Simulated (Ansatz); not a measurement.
TCNQ (C₁₂H₄N₄), 20 atoms. Hardware: 4 threads of Arm Neoverse V2 on a shared host.

Correlated methods freeze 16 core orbitals.

Problem. How many basis functions does each of these Ansatz runs have, and roughly what does it cost? PBE0-D4/def2-SVP, charge -1 doublet at the geometry of the charge 0 singlet, energy; PBE-D4/def2-SVP, charge -1 doublet, relaxation, 4 steps; r2SCAN-D4/def2-TZVP, charge 0 singlet, energy, from earlier orbitals; PBE-D4/def2-SVP, charge 0 singlet, energy, from earlier orbitals; MP2/def2-SVP, charge 0 singlet, energy, from earlier orbitals; PBE-D4/def2-SVP, charge 1 doublet at the geometry of the charge 0 singlet, energy, from earlier orbitals; BHLYP-D4/def2-TZVP, charge 0 singlet, energy and forces, from earlier orbitals; RPA@PBE/def2-SVP, charge 0 singlet, energy, from earlier orbitals; PBE0-D4/def2-SVP, charge -1 doublet, energy, from earlier orbitals; r2SCANh-D4/def2-TZVP, charge 0 singlet, energy, from earlier orbitals; PBE0-D4/def2-SVP, charge 0 triplet at the geometry of the charge 0 singlet, energy; PBE-D4/def2-TZVP, charge 0 singlet, energy, from earlier orbitals.

Solution. Other jobs shared the machine, so times can vary by a factor of up to 3. A dash marks memory too small to be measured apart from the calling script's.

```json
{"run": "PBE-D4/def2-SVP, charge 0 singlet, energy, from earlier orbitals", "functions": "244", "fitting or Cholesky vectors": "2816", "wall time": "4 s", "peak host memory (GiB)": "–"}
{"run": "PBE-D4/def2-SVP, charge 1 doublet at the geometry of the charge 0 singlet, energy, from earlier orbitals", "functions": "244", "fitting or Cholesky vectors": "2816", "wall time": "7.5 s", "peak host memory (GiB)": "–"}
{"run": "PBE0-D4/def2-SVP, charge -1 doublet, energy, from earlier orbitals", "functions": "244", "fitting or Cholesky vectors": "2528", "wall time": "11 s", "peak host memory (GiB)": "1.2"}
{"run": "PBE-D4/def2-TZVP, charge 0 singlet, energy, from earlier orbitals", "functions": "520", "fitting or Cholesky vectors": "2956", "wall time": "11 s", "peak host memory (GiB)": "1.4"}
{"run": "RPA@PBE/def2-SVP, charge 0 singlet, energy, from earlier orbitals", "functions": "244", "fitting or Cholesky vectors": "2528", "wall time": "11 s", "peak host memory (GiB)": "–"}
{"run": "PBE0-D4/def2-SVP, charge -1 doublet at the geometry of the charge 0 singlet, energy", "functions": "244", "fitting or Cholesky vectors": "2528", "wall time": "12 s", "peak host memory (GiB)": "1.4"}
{"run": "PBE0-D4/def2-SVP, charge 0 triplet at the geometry of the charge 0 singlet, energy", "functions": "244", "fitting or Cholesky vectors": "2528", "wall time": "12 s", "peak host memory (GiB)": "1.4"}
{"run": "MP2/def2-SVP, charge 0 singlet, energy, from earlier orbitals", "functions": "244", "fitting or Cholesky vectors": "2528", "wall time": "16 s", "peak host memory (GiB)": "1.1"}
{"run": "PBE-D4/def2-SVP, charge -1 doublet, relaxation, 4 steps", "functions": "244", "fitting or Cholesky vectors": "2816", "wall time": "18 s", "peak host memory (GiB)": "–"}
{"run": "r2SCAN-D4/def2-TZVP, charge 0 singlet, energy, from earlier orbitals", "functions": "520", "fitting or Cholesky vectors": "2956", "wall time": "19 s", "peak host memory (GiB)": "1.4"}
{"run": "r2SCANh-D4/def2-TZVP, charge 0 singlet, energy, from earlier orbitals", "functions": "520", "fitting or Cholesky vectors": "2956", "wall time": "29 s", "peak host memory (GiB)": "2.9"}
{"run": "BHLYP-D4/def2-TZVP, charge 0 singlet, energy and forces, from earlier orbitals", "functions": "520", "fitting or Cholesky vectors": "3504", "wall time": "53 s", "peak host memory (GiB)": "3.2"}
```
